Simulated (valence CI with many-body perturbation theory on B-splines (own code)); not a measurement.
**Level structure of Re43+**

Method: configuration interaction combined with many-body perturbation theory (CI+MBPT): four valence electrons over a frozen Dirac-Fock core [Ar] 3d10, a basis of 11 s, 11 p, 10 d, 8 f, 5 g, 2 h functions for each j, with the one-electron correlation potential Σ1, the two-electron term Σ2, the three-electron term Σ3, Breit, model QED; selected CI, second order for the rest, scaled by the run's own slope (own B-spline code, finite nucleus).

The last digits are not significant, and no measured levels were compared; by estimate large intervals hold to a few tenths of a per cent, small ones and those within an open d or f shell to about a per cent. Among the levels kept, up to 430 cm⁻¹ of a level comes from second order outside the variational space, and about a tenth of that is noise between levels of different J, which matters for small intervals.

Levels 46 to 90 of 188, with energies above the lowest level, (4s^2 4p1/2^2) J=0. "Leading %" is the weight of the configuration and term that name the level; weights of strongly mixed levels are sums over their largest components and can fall short, so below about 35 % the name and the second component can differ from the true leading terms, or belong to a minority configuration. In the jj column 3d3/2^4 stands for four electrons in 3d with j = 3/2. Lifetimes count E1, E2, E3, M1 and M2 decay at the calculated energies, and are blank where another channel may lead or the interval is too uncertain; long ones can be off by a factor of two.

| No. | Configuration | Term | J | E (eV) | Leading % | Lifetime | g | Leading jj |
| --- | --- | --- | --- | --- | --- | --- | --- | --- |
| 46 | 4s4p²4d | ³D | 2 | 468.87 | 26 | 720 fs | 1.411 | 4s 4p1/2 4p3/2 4d3/2 (83 %) |
| 47 | 4s4p²4d | ⁵P | 3 | 468.93 | 34 | 1.35 ps | 1.353 | 4s^2 4p1/2 4f7/2 (34 %) |
| 48 | 4s4p²4d | ³D | 1 | 470.89 | 33 | 1.04 ps | 1.063 | 4s 4p1/2 4p3/2 4d3/2 (88 %) |
| 49 | 4s4p²4d | ³G | 5 | 476.04 | 55 | 68.8 ps | 1.284 | 4s 4p1/2 4p3/2 4d5/2 (98 %) |
| 50 | 4s4p²4d | ³P | 2 | 477.00 | 38 | 3.07 ps | 1.350 | 4s 4p1/2 4p3/2 4d5/2 (91 %) |
| 51 | 4s4p²4d | ³G | 3 | 477.42 | 32 | 890 fs | 0.894 | 4s 4p1/2 4p3/2 4d3/2 (68 %) |
| 52 | 4s4p²4d | ³D | 1 | 479.80 | 54 | 943 fs | 0.979 | 4s 4p1/2 4p3/2 4d3/2 (52 %) |
| 53 | 4s4p²4d | ³F | 3 | 483.55 | 35 | 2.64 ps | 1.242 | 4s 4p1/2 4p3/2 4d5/2 (88 %) |
| 54 | 4s4p²4d | ³P | 0 | 486.39 | 79 | 597 fs |  | 4s 4p1/2 4p3/2 4d3/2 (81 %) |
| 55 | 4s4p²4d | ³P | 1 | 486.83 | 39 | 845 fs | 1.188 | 4s 4p1/2 4p3/2 4d3/2 (48 %) |
| 56 | 4s4p²4d | ¹D | 2 | 488.05 | 28 | 1.95 ps | 1.160 | 4s 4p1/2 4p3/2 4d5/2 (75 %) |
| 57 | 4s4p²4d | ³D | 3 | 489.13 | 53 | 1.47 ps | 1.250 | 4s 4p1/2 4p3/2 4d5/2 (82 %) |
| 58 | 4s4p²4d | ¹G | 4 | 490.44 | 50 | 4.01 ps | 1.134 | 4s 4p1/2 4p3/2 4d5/2 (87 %) |
| 59 | 4s4p²4d | ¹D | 2 | 491.12 | 24 | 483 fs | 0.991 | 4s 4p1/2 4p3/2 4d3/2 (68 %) |
| 60 | 4s4p²4d | ³D | 1 | 497.18 | 50 | 1.95 ps | 0.815 | 4s 4p1/2 4p3/2 4d5/2 (92 %) |
| 61 | 4s4p²4d | ³D | 3 | 497.88 | 35 | 995 fs | 1.197 | 4s 4p1/2 4p3/2 4d5/2 (83 %) |
| 62 | 4s4p²4d | ³F | 4 | 498.10 | 42 | 1.33 ps | 1.148 | 4s 4p1/2 4p3/2 4d5/2 (82 %) |
| 63 | 4s4p²4d | ³P | 1 | 503.41 | 34 | 1.37 ps | 1.375 | 4s 4p1/2 4p3/2 4d5/2 (95 %) |
| 64 | 4s4p²4d | ³D | 2 | 504.49 | 46 | 1.22 ps | 1.164 | 4s 4p1/2 4p3/2 4d5/2 (92 %) |
| 65 | 4s4p²4d | ³P | 0 | 504.65 | 43 | 1.17 ps |  | 4s 4p1/2 4p3/2 4d5/2 (82 %) |
| 66 | 4s4p²4d | ¹F | 3 | 506.65 | 37 | 909 fs | 1.072 | 4s 4p1/2 4p3/2 4d5/2 (85 %) |
| 67 | 4s4p²4d | ³P | 2 | 509.00 | 35 | 751 fs | 1.138 | 4s 4p1/2 4p3/2 4d5/2 (86 %) |
| 68 | 4p⁴ | ¹D | 2 | 527.54 | 55 | 779 fs | 1.105 | 4p1/2 4p3/2^3 (74 %) |
| 69 | 4p⁴ | ³P | 1 | 528.33 | 76 | 585 fs | 1.377 | 4p1/2 4p3/2^3 (76 %) |
| 70 | 4s²4d² | ³F | 2 | 536.39 | 64 | 362 fs | 0.801 | 4s^2 4d3/2^2 (85 %) |
| 71 | 4s²4d² | ³P | 0 | 543.77 | 65 | 375 fs |  | 4s^2 4d3/2^2 (84 %) |
| 72 | 4s²4d² | ³F | 3 | 550.72 | 69 | 729 fs | 1.129 | 4s^2 4d3/2 4d5/2 (69 %) |
| 73 | 4s²4d² | ¹G | 4 | 552.82 | 47 | 865 fs | 1.091 | 4s^2 4d3/2 4d5/2 (63 %) |
| 74 | 4s²4d² | ³P | 2 | 553.13 | 28 | 718 fs | 1.266 | 4s^2 4d3/2 4d5/2 (58 %) |
| 75 | 4s²4d² | ³P | 1 | 553.64 | 54 | 754 fs | 1.644 | 4s^2 4d3/2 4d5/2 (54 %) |
| 76 | 4s4p²4f | ³D° | 3 | 556.65 | 12 | 10.5 ps | 1.064 | 4s 4p1/2^2 4f5/2 (72 %) |
| 77 | 4s²4p4f | ³F | 3 | 557.01 | 30 | 2.31 ps | 1.032 | 4s^2 4p3/2 4f5/2 (65 %) |
| 78 | 4s4p²4f | ⁵G° | 2 | 559.04 | 36 | 3.27 ps | 0.643 | 4s 4p1/2^2 4f5/2 (90 %) |
| 79 | 4s²4p4f | ³F | 4 | 559.42 | 36 | 2.57 ps | 1.177 | 4s^2 4p3/2 4f7/2 (35 %) |
| 80 | 4s²4p4f | ³F | 2 | 560.99 | 30 | 2.14 ps | 0.985 | 4s^2 4p3/2 4f5/2 (64 %) |
| 81 | 4s²4d² | ³F | 4 | 561.67 | 32 | 7.45 ps | 1.246 | 4s^2 4d5/2^2 (42 %) |
| 82 | 4s²4p4f | ³D | 1 | 564.30 | 76 | 3.20 ps | 0.525 | 4s^2 4p3/2 4f5/2 (76 %) |
| 83 | 4s²4p4f | ³G | 5 | 565.99 | 60 | 20.9 ps | 1.248 | 4s^2 4p3/2 4f7/2 (60 %) |
| 84 | 4s4p²4f | ³F° | 4 | 566.28 | 33 | 6.16 ps | 1.273 | 4s 4p1/2^2 4f7/2 (94 %) |
| 85 | 4s4p²4f | ³F° | 3 | 566.44 | 17 | 2.99 ps | 1.031 | 4s 4p1/2^2 4f7/2 (74 %) |
| 86 | 4s²4p4f | ¹F | 3 | 566.59 | 28 | 1.51 ps | 1.162 | 4s^2 4p3/2 4f7/2 (59 %) |
| 87 | 4p³4d | ³F° | 2 | 566.67 | 30 | 2.71 ps | 0.988 | 4p1/2^2 4p3/2 4d3/2 (86 %) |
| 88 | 4s²4p4f | ³D | 2 | 569.78 | 21 | 757 fs | 1.203 | 4s 4p3/2^2 4d3/2 (42 %) |
| 89 | 4p³4d | ³P° | 0 | 569.82 | 57 | 2.68 ps |  | 4p1/2^2 4p3/2 4d3/2 (93 %) |
| 90 | 4s²4d² | ³P | 1 | 571.07 | 34 | 571 fs | 1.448 | 4s 4p3/2^2 4d3/2 (59 %) |
